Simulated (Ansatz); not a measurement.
# Abstraction of H: SiH3(GeH3) + SiH3Te → GeH3(SiH2) + SiH3(TeH)

Gas-phase species: SiH3(GeH3), singlet; SiH3Te `[SiH3][Te]`, doublet; GeH3(SiH2), doublet; SiH3(TeH), singlet. A radical takes H: the energy is the difference in strength between the Si–H bond broken and the Te–H bond made.

Shapes, held fixed at every level: PBE0-D4/def2-TZVP. Programs: Ansatz 0.2.0. The zero-point and thermal change to 298 K, harmonic and unscaled (PBE0-D4/def2-TZVP), is -4.4 kJ/mol.

Estimate ΔH(298 K) of this reaction.

The highest level, CCSD(T)/def2-TZVPP, gives ΔH(298 K) = +78.0 kJ/mol; the levels span +70.8 to +98.8. The column of differences is taken from that level and isn't an error. No measured value is set beside it here. Open shells run unrestricted. For atoms past krypton def2 sets carry core potentials with scalar relativity. Relativity is left out for Ge. Outer-core shells of Ge, Te are correlated, in sets that cover them unevenly.

```json
{"level": "MP2/def2-TZVPP", "kind": "perturbation theory", "ΔH(298 K) (kJ/mol)": "+75.5", "less CCSD(T)/def2-TZVPP": "-2.5"}
{"level": "HF/def2-TZVPP", "kind": "Hartree–Fock", "ΔH(298 K) (kJ/mol)": "+98.8", "less CCSD(T)/def2-TZVPP": "+20.8"}
{"level": "PBE0-D4/def2-TZVPP", "kind": "global hybrid", "ΔH(298 K) (kJ/mol)": "+70.8", "less CCSD(T)/def2-TZVPP": "-7.2"}
{"level": "wB97M-V/def2-TZVPP", "kind": "range-separated hybrid", "ΔH(298 K) (kJ/mol)": "+89.6", "less CCSD(T)/def2-TZVPP": "+11.6"}
{"level": "B2PLYP/def2-TZVPP", "kind": "double hybrid", "ΔH(298 K) (kJ/mol)": "+80.5", "less CCSD(T)/def2-TZVPP": "+2.5"}
{"level": "CCSD/def2-SVP", "kind": "coupled cluster or CI", "ΔH(298 K) (kJ/mol)": "+85.7", "less CCSD(T)/def2-TZVPP": "+7.7"}
{"level": "CCSD/def2-TZVPP", "kind": "coupled cluster or CI", "ΔH(298 K) (kJ/mol)": "+82.0", "less CCSD(T)/def2-TZVPP": "+4.0"}
{"level": "CCSD(T)/def2-TZVPP", "kind": "coupled cluster or CI", "ΔH(298 K) (kJ/mol)": "+78.0", "less CCSD(T)/def2-TZVPP": "0.0"}
```
